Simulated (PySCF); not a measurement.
Functional benchmark on one molecule

Molecule: `O=C(Cl)c1cccs1`, C₅H₃ClOS.

Geometry:
```json
{"atom": "O1", "x (Å)": "3.299", "y (Å)": "1.369", "z (Å)": "0.906"}
{"atom": "C2", "x (Å)": "2.737", "y (Å)": "0.494", "z (Å)": "0.329"}
{"atom": "Cl3", "x (Å)": "3.650", "y (Å)": "-0.890", "z (Å)": "-0.341"}
{"atom": "C4", "x (Å)": "1.304", "y (Å)": "0.404", "z (Å)": "0.082"}
{"atom": "C5", "x (Å)": "0.567", "y (Å)": "-0.558", "z (Å)": "-0.581"}
{"atom": "C6", "x (Å)": "-0.813", "y (Å)": "-0.258", "z (Å)": "-0.601"}
{"atom": "C7", "x (Å)": "-1.097", "y (Å)": "0.922", "z (Å)": "0.048"}
{"atom": "S8", "x (Å)": "0.296", "y (Å)": "1.676", "z (Å)": "0.683"}
{"atom": "H9", "x (Å)": "1.027", "y (Å)": "-1.438", "z (Å)": "-1.029"}
{"atom": "H10", "x (Å)": "-1.571", "y (Å)": "-0.884", "z (Å)": "-1.072"}
{"atom": "H11", "x (Å)": "-2.074", "y (Å)": "1.387", "z (Å)": "0.182"}
```

Geometry PBE0-D3(BJ)/def2-SVP throughout; GIAO in PySCF 2.14, gas phase, one conformer, non-relativistic; equivalent atoms averaged; basis pcSseg-1.

Reference values (estimated from measurements, as parent shift plus tabulated substituent increments; solution, not stated per compound (mostly CDCl3 or CCl4); Pretsch, Buehlmann, Badertscher, Structure Determination of Organic Compounds, 4th ed. (2009)): δ(H9) = 7.84 ppm, δ(H10) = 7.02 ppm, δ(H11) = 7.64 ppm. Computed shifts are taken against TMS, calculated as an isolated molecule at each level.

Q: How do the functionals HF, PBE, B3LYP, mPW1PW91, CAM-B3LYP, wB97X-D perform against the reference? Times are CPU seconds on 1 thread of an Intel Xeon Platinum 8259CL, shared host; the GGAs took longer than the global hybrids here, which isn't the general rule, and the cause wasn't traced.

A: 
```
functional                    kind    H9   H10   H11  mean abs. error H  core-s
        HF            Hartree–Fock  8.33  7.12  8.01               0.32      18
       PBE                     GGA  7.89  7.11  7.43               0.12      59
     B3LYP           global hybrid  7.93  7.06  7.52               0.08      36
  mPW1PW91           global hybrid  8.03  7.17  7.64               0.11      34
 CAM-B3LYP  range-separated hybrid  8.01  7.08  7.64               0.08      44
   wB97X-D  range-separated hybrid  8.06  7.15  7.70               0.14      40
```

For $^{1}$H the closest is CAM-B3LYP (0.08 ppm, with B3LYP practically level) and the furthest HF (0.32 ppm). One molecule is a small sample, and vibrational and solvent effects are absent from the calculation.
